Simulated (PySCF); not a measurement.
## SMILES C1(C)=NC=C(B(C)C)N=C1, C$_{7}$H$_{11}$BN$_{2}$

Molfile (atoms numbered from 1):
```
C7H11BN2
     RDKit          3D

 21 21  0  0  0  0  0  0  0  0999 V2000
   -2.8461   -0.9596   -0.1430 C   0  0  0  0  0  0  0  0  0  0  0  0
   -1.8792    0.2443    0.1514 B   0  0  0  0  0  0  0  0  0  0  0  0
   -2.4456    1.6512    0.5340 C   0  0  0  0  0  0  0  0  0  0  0  0
   -0.3110    0.0681    0.0564 C   0  0  0  0  0  0  0  0  0  0  0  0
    0.3184   -1.1789   -0.0720 C   0  0  0  0  0  0  0  0  0  0  0  0
    1.6384   -1.3353   -0.1511 N   0  0  0  0  0  0  0  0  0  0  0  0
    2.3833   -0.2331   -0.1075 C   0  0  0  0  0  0  0  0  0  0  0  0
    3.8688   -0.3714   -0.2100 C   0  0  0  0  0  0  0  0  0  0  0  0
    1.7681    1.0278    0.0238 C   0  0  0  0  0  0  0  0  0  0  0  0
    0.4608    1.1770    0.1052 N   0  0  0  0  0  0  0  0  0  0  0  0
   -2.4407   -1.9641    0.0486 H   0  0  0  0  0  0  0  0  0  0  0  0
   -3.0622   -0.9154   -1.2290 H   0  0  0  0  0  0  0  0  0  0  0  0
   -3.8187   -0.8604    0.3626 H   0  0  0  0  0  0  0  0  0  0  0  0
   -3.4470    1.8539    0.1246 H   0  0  0  0  0  0  0  0  0  0  0  0
   -1.7509    2.4717    0.3060 H   0  0  0  0  0  0  0  0  0  0  0  0
   -2.5615    1.6384    1.6365 H   0  0  0  0  0  0  0  0  0  0  0  0
   -0.2781   -2.0968   -0.1083 H   0  0  0  0  0  0  0  0  0  0  0  0
    4.2354    0.0440   -1.1628 H   0  0  0  0  0  0  0  0  0  0  0  0
    4.1411   -1.4331   -0.1645 H   0  0  0  0  0  0  0  0  0  0  0  0
    4.3794    0.1720    0.5996 H   0  0  0  0  0  0  0  0  0  0  0  0
    2.3823    1.9364    0.0637 H   0  0  0  0  0  0  0  0  0  0  0  0
  1  2  1  0
  2  3  1  0
  2  4  1  0
  4  5  2  0
  5  6  1  0
  6  7  2  0
  7  8  1  0
  7  9  1  0
  9 10  2  0
 10  4  1  0
  1 11  1  0
  1 12  1  0
  1 13  1  0
  3 14  1  0
  3 15  1  0
  3 16  1  0
  5 17  1  0
  8 18  1  0
  8 19  1  0
  8 20  1  0
  9 21  1  0
M  END
```

Theory: TDDFT CAM-B3LYP/aug-cc-pVDZ excited states, vertical, gas phase (PySCF 2.14.0). Geometry: PBE0-D3(BJ)/def2-SVP.

Q: Give the one- and two-photon strengths of the lowest singlets.

A: δ for parallel linear polarisation; σ at the peak of a Lorentzian of half width 0.1 eV, single beam; Ω is circular over linear.
```
state  E (eV)      f  photon λ (nm)  δ (au)  σ (GM)     Ω                                  main
   S1    3.74  0.002            662    0.14    0.00  0.71                        HOMO→LUMO 0.91
   S2    4.33  0.001            573    0.18    0.00  1.04                      HOMO→LUMO+1 0.90
   S3    5.10  0.281            486     115    1.09  0.70  HOMO−1→LUMO 0.78, HOMO−1→LUMO+1 0.13
   S4    5.58  0.000            445    3.34    0.04  1.49    HOMO−2→LUMO 0.60, HOMO−3→LUMO 0.16
   S5    5.72  0.138            434     246    2.95  0.71  HOMO−1→LUMO+1 0.67, HOMO−1→LUMO 0.16
   S6    5.91  0.016            420    27.4    0.35  0.77    HOMO−3→LUMO 0.58, HOMO−2→LUMO 0.22
```

Among these, the strongest one-photon state is S3, the strongest two-photon state S5, with a dipole change of 1.5 D (relaxed, norm of the difference vector).
